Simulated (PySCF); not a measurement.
Species: C8H8O.
Bonds: C1–C2 (double), C2–C3, C3–C4 (double), C4–C5, C5–C6 (double), C6–C7, C7–C8, C7–O9 (double), C2–C6. Hydrogens: H10, H11 on C1; H12 on C3; H13 on C4; H14 on C5; H15, H16, H17 on C8.

The same species was optimised twice, with GFN2-xTB and with PBE0-D3(BJ)/def2-SVP (PySCF), and the same property calculations (PySCF, gas phase) were run on both structures.

```
     coordinate  GFN2-xTB  PBE0-D3(BJ)/def2-SVP  change
      C4–C5 (Å)     1.441                 1.454  +0.013
      C6–C7 (Å)     1.460                 1.471  +0.011
      C1=C2 (Å)     1.336                 1.347  +0.011
      C3=C4 (Å)     1.349                 1.359  +0.010
      C5=C6 (Å)     1.363                 1.369  +0.006
      C2–C3 (Å)     1.457                 1.463  +0.006
      C7–C8 (Å)     1.514                 1.512  -0.002
      C7=O9 (Å)     1.216                 1.217  +0.001
      C2–C6 (Å)     1.474                 1.476  +0.002
   C6–C7–C8 (°)     115.6                 117.5    +1.9
   C6–C7–O9 (°)     123.2                 122.0    -1.2
   C2–C6–C7 (°)     125.2                 126.0    +0.8
   C5–C6–C7 (°)     127.9                 127.2    -0.7
   C8–C7–O9 (°)     121.3                 120.6    -0.7
   C1–C2–C3 (°)     126.6                 126.1    -0.5
   C3–C2–C6 (°)     105.9                 106.3    +0.4
   C3–C4–C5 (°)     109.0                 108.6    -0.4
C5–C6–C7–C8 (°)         0                    -1      -1
```

Rotational constants: A = 2835, B = 1514, C = 992.9 MHz (GFN2-xTB) against A = 2826, B = 1487, C = 980.2 MHz (PBE0-D3(BJ)/def2-SVP).

On the GFN2-xTB structure: lowest singlet, TDDFT (eV) 3.47 [wB97X-D/def2-SVPD]; lowest triplet, Tamm–Dancoff (eV) 2.24 [wB97X-D/def2-SVPD]; isotropic polarisability (au) 98.3 [wB97X-D/def2-SVPD]; HOMO (eV) -8.60 [wB97X-D/def2-SVPD]; LUMO (eV) -0.89 [wB97X-D/def2-SVPD]; dipole (D) 2.75 [wB97X-D/def2-SVPD]; HOMO (eV) -6.83 [PBE0/pcSseg-1]; LUMO (eV) -2.56 [PBE0/pcSseg-1]; dipole (D) 2.66 [PBE0/pcSseg-1]; GIAO shielding of C1 (ppm) 38.1 [PBE0/pcSseg-1]; GIAO shielding of C2 (ppm) 31.6 [PBE0/pcSseg-1]; GIAO shielding of C3 (ppm) 47.4 [PBE0/pcSseg-1]; GIAO shielding of C4 (ppm) 50.3 [PBE0/pcSseg-1]; GIAO shielding of C5 (ppm) 37.3 [PBE0/pcSseg-1]; GIAO shielding of C6 (ppm) 52.2 [PBE0/pcSseg-1]; GIAO shielding of C7 (ppm) -10.7 [PBE0/pcSseg-1]; GIAO shielding of C8 (ppm) 157.1 [PBE0/pcSseg-1].

Q: What do these properties become on the PBE0-D3(BJ)/def2-SVP structure?

A: 
```csv
property,level,on GFN2-xTB,on PBE0-D3(BJ)/def2-SVP,change
"lowest singlet, TDDFT (eV)",wB97X-D/def2-SVPD,3.47,3.45,-0.02
"lowest triplet, Tamm–Dancoff (eV)",wB97X-D/def2-SVPD,2.24,2.23,-0.01
isotropic polarisability (au),wB97X-D/def2-SVPD,98.3,99.9,+1.6
HOMO (eV),wB97X-D/def2-SVPD,-8.60,-8.58,+0.02
LUMO (eV),wB97X-D/def2-SVPD,-0.89,-0.89,0.00
dipole (D),wB97X-D/def2-SVPD,2.75,2.68,-0.07
"energy, GFN2-xTB geometry as zero (kcal/mol)",wB97X-D/def2-SVPD,0.0,-1.2,-1.2
HOMO (eV),PBE0/pcSseg-1,-6.83,-6.81,+0.02
LUMO (eV),PBE0/pcSseg-1,-2.56,-2.56,0.00
dipole (D),PBE0/pcSseg-1,2.66,2.60,-0.06
"energy, GFN2-xTB geometry as zero (kcal/mol)",PBE0/pcSseg-1,0.0,-0.6,-0.6
GIAO shielding of C1 (ppm),PBE0/pcSseg-1,38.1,35.4,-2.7
GIAO shielding of C2 (ppm),PBE0/pcSseg-1,31.6,29.7,-1.9
GIAO shielding of C3 (ppm),PBE0/pcSseg-1,47.4,45.1,-2.3
GIAO shielding of C4 (ppm),PBE0/pcSseg-1,50.3,48.1,-2.2
GIAO shielding of C5 (ppm),PBE0/pcSseg-1,37.3,35.0,-2.3
GIAO shielding of C6 (ppm),PBE0/pcSseg-1,52.2,50.5,-1.7
GIAO shielding of C7 (ppm),PBE0/pcSseg-1,-10.7,-11.5,-0.8
GIAO shielding of C8 (ppm),PBE0/pcSseg-1,157.1,155.7,-1.4
```

The heavy atoms differ by 0.019 Å rms after alignment. Among bonds between heavy atoms C4–C5 changes most (+0.013 Å). Changes are differences of the printed values. Neither structure is proved a minimum here.

The values belong to the conformer `[CH2:1]=[C:2]1[CH:3]=[CH:4][CH:5]=[C:6]1[C:7]([CH3:8])=[O:9]`: C5–C6–C7–C8 -1°.

The pairwise dispersion term of wB97X-D wasn't added to the energies; at a given geometry it leaves orbitals and properties as they are.
